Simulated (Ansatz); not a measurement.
CH5Bi (SMILES [CH3][BiH2]) moved off its minimum; all values from Ansatz (an electronic-structure program), cores frozen in correlated methods. Elements past Kr take the def2 small-core potentials, without spin–orbit coupling.
(charge 0, multiplicity 1)
```xyz
7

Bi     0.0305    -0.2540     0.0252
H      0.0251    -1.4495    -0.9871
H     -1.6387     0.4434    -0.7045
C      1.1674     1.2577    -1.0089
H      1.0371     2.2363    -0.6870
H      0.5947     1.4258    -2.1681
H      2.1368     1.1085    -0.8330
```

Question: Give the forces (eV/Å), the total energy and the dipole at CCSD(T)/def2-TZVPPD.

Answer: 
| atom | Fx | Fy | Fz |
|---|---|---|---|
| Bi1 | -2.338 | 3.080 | 4.014 |
| H2 | 0.203 | -3.224 | -3.321 |
| H3 | 1.071 | -0.562 | 0.527 |
| C4 | -4.906 | 1.037 | -4.862 |
| H5 | -0.907 | 1.751 | 1.420 |
| H6 | 2.675 | -0.995 | 2.892 |
| H7 | 4.202 | -1.087 | -0.670 |
Energy -254.6091 hartree, dipole 1.13 D.
